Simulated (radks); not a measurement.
Results of a calculation; reference values are marked as such.
Species: Tl2+. Configuration: [Xe] 4f14 5d10 6s1. Code: a radial shooting solver on a logarithmic mesh with Libxc functionals. Model: scalar-relativistic Kohn-Sham, SCAN, spin-polarised, spherical densities, finite nucleus; open shells are filled with parallel spins first (spin-orbit coupling, left out, can overturn this in heavy ions); meta-GGA in the generalised Kohn-Sham scheme; Fermi nuclear charge, rms radius 5.4759 fm.

X-ray form factor f0, the Fourier transform of the density (f0(0) = 79):

sin(theta)/lambda (1/angstrom)  f0 (electrons)
0.05                                    78.206
0.1                                     75.983
0.15                                    72.737
0.2                                     68.934
0.25                                    64.964
0.3                                     61.087
0.4                                     54.077
0.5                                     48.227
0.6                                     43.378
0.8                                     35.702
1                                       29.653
1.25                                    23.756
1.5                                     19.603
2                                       15.055
